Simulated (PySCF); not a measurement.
Radial density of Si²⁺ (silicon, charge +2)

MN15, [Ne] 3p2, high-spin 3P determinant (an excited configuration). Calculation: PySCF 2.14, in aug-cc-pVDZ-DK (5s4p2d, 27 functions); scalar relativity by spin-free X2C-1e.

| r (bohr) | 4πr²ρ (e/bohr) | 4πr²(ρα − ρβ) |
| --- | --- | --- |
| 0.00161 | 0.06419 | 0.0000 |
| 0.00271 | 0.1724 | 0.0000 |
| 0.00456 | 0.4445 | 0.0000 |
| 0.00768 | 1.119 | -0.0001 |
| 0.0129 | 2.676 | -0.0001 |
| 0.0217 | 5.831 | -0.0001 |
| 0.0365 | 10.80 | 0.0008 |
| 0.0614 | 15.32 | 0.0067 |
| 0.103 | 14.40 | 0.0327 |
| 0.174 | 9.895 | 0.1088 |
| 0.292 | 12.21 | 0.1984 |
| 0.492 | 13.36 | 0.1075 |
| 0.827 | 4.900 | 0.0387 |
| 1.39 | 1.112 | 0.7557 |
| 2.34 | 0.9568 | 0.9540 |
| 3.94 | 0.1023 | 0.1022 |
| 6.62 | 0.001362 | 0.0014 |
| 11.1 | 2.581e-05 | 0.0000 |

Densities and radii are taken from the X2C orbitals without a picture-change correction, which distorts them close to the nucleus.
